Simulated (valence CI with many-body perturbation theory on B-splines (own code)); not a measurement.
## Sm55+: key properties

Method: configuration interaction combined with many-body perturbation theory (CI+MBPT): five valence electrons over a frozen Dirac-Fock core [He], a basis of 11 s, 11 p, 10 d, 8 f, 5 g, 2 h functions for each j, with the one-electron correlation potential Σ1 (screened to all orders), the two-electron term Σ2, the three-electron term Σ3, Breit, model QED; selected single and double excitations, second order for the rest, scaled by the run's own slope (own B-spline code, finite nucleus).

The last digits are not significant, and no measured levels were compared; by estimate large intervals hold to a few tenths of a per cent, small ones and those within an open d or f shell to about a per cent. Among the levels kept, up to 7200 cm⁻¹ of a level comes from second order outside the variational space, and about a tenth of that is noise between levels of different J, which matters for small intervals.

Levels are named by their leading jj configuration (3d3/2^4 stands for four electrons in 3d with j = 3/2), which in mixed levels can hold well under half, so a name can repeat and another be missing.

Rates and lifetimes use the calculated energies. Strong lines usually hold to 10 to 20 %, long lifetimes can be off by a factor of two.

Task: What is the ground level?

Result: (2s^2 2p1/2^2 2p3/2) J=3/2, composition 48 % 2s2 2p3 2P° + 27 % 2s2 2p3 2D° + 25 % 2s2 2p3 4S°, g = 1.336.

Task: How well does LS coupling describe the low levels?

Result: Among the lowest 20 levels the leading LS term, summed over configurations, holds 62 % on average. For single configurations the figures are 62 % in LS and 99 % in jj coupling. Terms mix most in the J = 3/2 level at 470.16 Ry, where the leading one holds 34 %.

Task: Among levels below 609.87 Ry, which E1 lines absorb most strongly from the ground level?

Result: to (2s^2 2p1/2^2 3d5/2) J=5/2 at 0.1898 nm, f = 0.540; to (2s^2 2p1/2 2p3/2 3d3/2) J=5/2 at 0.1740 nm, f = 0.460; to (2s^2 2p1/2 2p3/2 3d3/2) J=3/2 at 0.1741 nm, f = 0.332.

Task: Where does the other parity begin?

Result: At (2s 2p1/2^2 2p3/2^2) J=5/2, 64.37 Ry.

Task: Name the longest-lived excited levels whose lifetime is computed, and their main decay.

Result: (2s^2 2p1/2 2p3/2^2) J=5/2 at 46.49 Ry lives 2.64 ns, mostly by M1 to (2s^2 2p1/2^2 2p3/2) J=3/2; (2s^2 2p1/2 2p3/2^2) J=1/2 at 49.36 Ry lives 748 ps, mostly by M1 to (2s^2 2p1/2^2 2p3/2) J=3/2; (2s^2 2p1/2 2p3/2^2) J=3/2 at 44.88 Ry lives 450 ps, mostly by M1 to (2s^2 2p1/2^2 2p3/2) J=3/2.
